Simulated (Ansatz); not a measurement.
Program: Ansatz. Geometries: PBE0-D4/def2-TZVP. ΔE: electronic, gas phase. CCSD(T)/CBS adds triple-zeta CCSD(T) − MP2 to the extrapolated MP2 energy (def2 sets, frozen cores). This one scheme is used for every species. Functionals use def2-TZVPP. B3LYP here is the variant with VWN-RPA as its local correlation; programs differ in this. For Ge outer-core shells are correlated without core-valence functions, which leaves a few kJ/mol of doubt a bond. Scalar relativity is left out up to krypton. Each species was taken in one conformer, which may not be the lowest.

Consider the ligand exchange at a Ge–O bond: `[NH2][Ge][OH]` + NH₃ → `[NH2][Ge][NH2]` + H₂O.

| level | ΔE (kJ/mol) |
| --- | --- |
| B3LYP-D4 | 27.5 |
| r2SCAN0-D4 | 23.6 |
| B3LYP | 30.1 |
| LC-ωPBE | 24.0 |

Task: What does CCSD(T)/CBS give? (Best estimate.)

Result: Computed: +21.6 kJ/mol. The listed levels differ from it by 5.9, 2.0, 8.5, 2.4 kJ/mol.

Task: What do rigid-rotor, harmonic-oscillator terms from PBE0-D4/def2-TZVP frequencies (298.15 K, 1 bar) make of the CCSD(T)/CBS value? (Best estimate.)

Result: Ansatz gave: ΔZPE = -2.7 kJ/mol, ΔH = +20.1 kJ/mol, ΔS = -2 J/(mol·K), ΔG = +20.6 kJ/mol.

Largest T1 diagnostic among the species: 0.014.

From r2SCAN to r2SCAN0 (25 % exact exchange), in def2-TZVPP and without D4, ΔE moves by −3.2 kJ/mol. Leaving LDA and LC-ωPBE aside and taking each functional with its dispersion term where it has one, the values, not all of them listed here, spread over 10.4 kJ/mol, from PBE-QIDH to B97M-V. LDA lies −6.5 kJ/mol from PBE without D4. At CCSD(T), def2-SVP lies +4.2 kJ/mol from the extrapolated value and def2-TZVPP +2.8 kJ/mol.
